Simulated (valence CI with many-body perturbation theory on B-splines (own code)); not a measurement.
## Zn23+: calculated level list

Level of theory: valence CI with perturbative core correlation (CI+MBPT): five valence electrons over a frozen Dirac-Fock core [He], a basis of 11 s, 11 p, 10 d, 8 f, 5 g, 2 h functions for each j, with the one-electron correlation potential Σ1 (screened to all orders), the two-electron term Σ2, the three-electron term Σ3, Breit, model QED; selected single and double excitations, second order for the rest, scaled by the run's own slope (own B-spline code, finite nucleus).

No measured levels were compared; by estimate levels of excited configurations hold to 0.05 to 0.15 % of their energy, terms of the ground configuration to about 0.5 %. Among the levels kept, up to 5500 cm⁻¹ of a level comes from second order outside the variational space, and about a tenth of that is noise between levels of different J, which matters for small intervals.

Levels 91 to 135 of 208, with energies above the lowest level, 2s2 2p3 4S°_3/2. "Leading %" is the weight of the configuration and term that name the level; weights of strongly mixed levels are sums over their largest components and can fall short. Lifetimes count E1, E2, E3, M1 and M2 decay at the calculated energies, and are blank where another channel may lead or the interval is too uncertain; long ones can be off by a factor of two.

| No. | Configuration | Term | J | E (eV) | Leading % | Lifetime | g | Second component |
| --- | --- | --- | --- | --- | --- | --- | --- | --- |
| 91 | 2s 2p3 3d | 6D° | 3/2 | 1401.1 | 91 | 1.67 ps | 1.828 | 4 % 2s 2p3 3d 4P° |
| 92 | 2s 2p3 3d | 6D° | 5/2 | 1401.2 | 90 | 1.68 ps | 1.622 | 4 % 2s 2p3 3d 4D° |
| 93 | 2s 2p3 3d | 6D° | 7/2 | 1401.3 | 89 | 6.85 ps | 1.557 | 4 % 2s 2p3 3d 4D° |
| 94 | 2s 2p3 3p | 4D | 3/2 | 1401.9 | 47 | 913 fs | 1.029 | 30 % 2s 2p3 3p 4F |
| 95 | 2s 2p3 3d | 6D° | 9/2 | 1402.0 | 91 | 305 ps | 1.533 | 8 % 2s 2p3 3d 4F° |
| 96 | 2s 2p3 3p | 2P | 3/2 | 1402.5 | 30 | 246 fs | 1.023 | 29 % 2s 2p3 3p 4F |
| 97 | 2s 2p3 3s | 4P° | 5/2 | 1404.3 | 50 | 348 fs | 1.452 | 30 % 2s 2p3 3s 2D° |
| 98 | 2s 2p3 3p | 4F | 5/2 | 1404.6 | 58 | 1.11 ps | 1.168 | 29 % 2s 2p3 3p 4D |
| 99 | 2s 2p3 3s | 2P° | 1/2 | 1406.2 | 77 | 205 fs | 0.731 | 10 % 2s 2p3 3s 4D° |
| 100 | 2s 2p3 3s | 2P° | 3/2 | 1409.6 | 46 | 178 fs | 1.131 | 42 % 2s 2p3 3s 2D° |
| 101 | 2s 2p3 3p | 4F | 7/2 | 1410.0 | 77 | 11.2 ps | 1.282 | 19 % 2s 2p3 3p 4D |
| 102 | 2s 2p3 3p | 4D | 5/2 | 1410.0 | 70 | 8.08 ps | 1.340 | 14 % 2s 2p3 3p 4F |
| 103 | 2s 2p3 3p | 4D | 3/2 | 1411.5 | 33 | 251 fs | 1.208 | 17 % 2s 2p3 3p 2P |
| 104 | 2s 2p3 3p | 2F | 5/2 | 1412.2 | 70 | 101 fs | 0.985 | 17 % 2s 2p3 3p 2D |
| 105 | 2s 2p3 3p | 4D | 7/2 | 1412.7 | 62 | 346 fs | 1.328 | 33 % 2s 2p3 3p 2F |
| 106 | 2s 2p3 3p | 2P | 1/2 | 1413.3 | 61 | 113 fs | 0.772 | 23 % 2s 2p3 3p 4D |
| 107 | 2s 2p3 3d | 4D° | 5/2 | 1416.4 | 83 | 77.7 fs | 1.346 | 7 % 2s 2p3 3d 2D° |
| 108 | 2s 2p3 3d | 4D° | 3/2 | 1417.4 | 87 | 74.3 fs | 1.170 | 5 % 2s 2p3 3d 2D° |
| 109 | 2s 2p3 3p | 4F | 9/2 | 1417.6 | 99 | 55.2 ps | 1.330 |  |
| 110 | 2s 2p3 3p | 2F | 7/2 | 1418.4 | 56 | 189 fs | 1.256 | 38 % 2s 2p3 3p 4D |
| 111 | 2s 2p3 3d | 4D° | 7/2 | 1418.7 | 87 | 53.9 fs | 1.402 | 7 % 2s 2p3 3d 2F° |
| 112 | 2s 2p3 3p | 4P | 1/2 | 1418.7 | 83 | 709 fs | 2.423 | 7 % 2s 2p3 3p 2P |
| 113 | 2s 2p3 3d | 4D° | 1/2 | 1419.2 | 94 | 60.2 fs | 0.057 | 5 % 2s 2p3 3d 2P° |
| 114 | 2s 2p3 3s | 4S° | 3/2 | 1420.2 | 66 | 377 fs | 1.805 | 23 % 2s 2p3 3s 2P° |
| 115 | 2s 2p3 3p | 4P | 3/2 | 1420.2 | 48 | 212 fs | 1.581 | 18 % 2s 2p3 3p 2P |
| 116 | 2s 2p3 3p | 4P | 5/2 | 1422.8 | 82 | 356 fs | 1.530 | 15 % 2s 2p3 3p 2D |
| 117 | 2s 2p3 3p | 2D | 3/2 | 1423.6 | 44 | 89.1 fs | 1.109 | 41 % 2s 2p3 3p 2P |
| 118 | 2s 2p3 3s | 2S° | 1/2 | 1424.9 | 58 | 150 fs | 1.486 | 37 % 2s 2p3 3s 2P° |
| 119 | 2s 2p3 3p | 4D | 1/2 | 1428.4 | 66 | 324 fs | 0.278 | 29 % 2s 2p3 3p 2P |
| 120 | 2s 2p3 3p | 2D | 5/2 | 1429.6 | 68 | 111 fs | 1.230 | 15 % 2s 2p3 3p 4P |
| 121 | 2s 2p3 3s | 2D° | 5/2 | 1431.7 | 81 | 199 fs | 1.263 | 15 % 2s 2p3 3s 4P° |
| 122 | 2s 2p3 3p | 4D | 3/2 | 1431.8 | 63 | 415 fs | 1.075 | 12 % 2s 2p3 3p 4F |
| 123 | 2s 2p3 3s | 2D° | 3/2 | 1434.2 | 70 | 243 fs | 0.961 | 22 % 2s 2p3 3s 2P° |
| 124 | 2s 2p3 3p | 4D | 5/2 | 1435.3 | 54 | 349 fs | 1.251 | 18 % 2s 2p3 3p 4F |
| 125 | 2s 2p3 3p | 4P | 1/2 | 1436.6 | 75 | 184 fs | 2.314 | 12 % 2s 2p3 3p 2S |
| 126 | 2s 2p3 3p | 4S | 3/2 | 1437.4 | 41 | 411 fs | 1.691 | 34 % 2s 2p3 3p 4P |
| 127 | 2s 2p3 3p | 2P | 1/2 | 1439.1 | 62 | 171 fs | 0.514 | 34 % 2s 2p3 3p 4D |
| 128 | 2s 2p3 3p | 4P | 3/2 | 1440.2 | 44 | 268 fs | 1.449 | 17 % 2s 2p3 3p 2D |
| 129 | 2s 2p3 3p | 4P | 5/2 | 1440.4 | 45 | 239 fs | 1.364 | 25 % 2s 2p3 3p 2D |
| 130 | 2s 2p3 3d | 4F° | 3/2 | 1440.6 | 85 | 313 fs | 0.496 | 5 % 2s 2p3 3d 4D° |
| 131 | 2s 2p3 3p | 4D | 7/2 | 1441.1 | 55 | 368 fs | 1.333 | 25 % 2s 2p3 3p 2F |
| 132 | 2s 2p3 3p | 2D | 3/2 | 1442.2 | 42 | 137 fs | 1.201 | 22 % 2s 2p3 3p 4P |
| 133 | 2s 2p3 3d | 4F° | 5/2 | 1442.7 | 56 | 404 fs | 0.908 | 32 % 2s 2p3 3d 4G° |
| 134 | 2s 2p3 3d | 4G° | 7/2 | 1444.6 | 61 | 1.07 ps | 1.082 | 29 % 2s 2p3 3d 4F° |
| 135 | 2s 2p3 3d | 4G° | 5/2 | 1444.7 | 41 | 284 fs | 0.853 | 37 % 2s 2p3 3d 4F° |

Names give the largest LS component (configuration and term), which can be under half, so a name can repeat, a term be missing and a line seem to break the LS rules; names also repeat where a configuration has a term twice.

Where two levels of one J and parity lie close, their mixing, g and order are uncertain.
